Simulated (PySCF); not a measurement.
# Krypton: a sound run and one with changed settings

Sound run: Kr [Kr], Kr⁺ [Ar] 3d10 4s2 4p5. Computed with PySCF 2.14 in pcseg-2 (6s5p3d1f, 43 functions), with no relativity, point nucleus. The sound run starts from symmetry-adapted Hartree-Fock orbitals and uses a fine grid where one is needed.

Changed run: radial step 0.3 in ln r (0.13 in the sound run). This setting is unsound on purpose.

```
species  method  sound run (hartree)  changed run (hartree)  converged
     Kr     UHF          -2752.02415            -2752.02415        yes
     Kr   M06-L          -2753.68145            -2753.64253        yes
     Kr  r2SCAN          -2753.78530            -2753.79956        yes
    Kr⁺     UHF          -2751.54303            -2751.54303        yes
    Kr⁺   M06-L          -2753.17485            -2753.13501        yes
    Kr⁺  r2SCAN          -2753.26382            -2753.27739        yes
```

Ionisation energy of Kr:

```tsv
method	sound run (eV)	changed run (eV)
UHF	13.092	13.092
M06-L	13.785	13.810
r2SCAN	14.190	14.209
```

A coarse radial grid mis-integrates the density and the exchange-correlation energy, with errors of either sign; Hartree-Fock needs no grid.

For comparison, NIST gives 14.000 eV between the lowest levels.
